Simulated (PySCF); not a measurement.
A structure optimised at PBE0-D3(BJ)/def2-SVP, used in a PySCF frequency run:

```xyz
11

F      0.2456     2.2829    -0.4508
B      0.1449     1.0033    -0.1184
C      1.3342     0.0629     0.1282
C      1.0258    -1.2470     0.0271
O     -0.2346    -1.7049    -0.0238
C     -1.2017    -0.8058     0.4650
O     -1.1110     0.4627    -0.0946
H      2.3843     0.3554     0.1573
H      1.7507    -2.0631    -0.0650
H     -2.1783    -1.2399     0.2168
H     -1.0772    -0.7382     1.5648
```

Task: Write its SMILES and formula.

Result: FB1C=COCO1, C3H4BFO2

Task: What are its rotational constants (standard atomic weights)?

Result: 5.4369, 2.4981, 1.7748 GHz
